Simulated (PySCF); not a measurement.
A structure optimised at PBE-D3(BJ)/def2-SVP, used in a PySCF frequency run:

```
C
H 1 1.1135
H 1 1.1135 2 104.38
C 1 1.5366 2 111.15 3 -119.91
H 4 1.1090 1 111.91 2 -62.26
H 4 1.1090 5 106.68 1 122.71
H 4 1.1103 5 107.17 6 114.52
Al 1 1.9496 2 106.79 3 112.88
F 8 1.6742 1 122.01 2 -55.61
F 8 1.6745 9 116.07 1 180.00
```

Task: Write its SMILES, formula and point group.

Result: C[CH2][Al]([F])[F], C2H5AlF2, Cs

Task: What are its rotational constants (standard atomic weights)?

Result: 5.8988, 2.4427, 1.7655 GHz
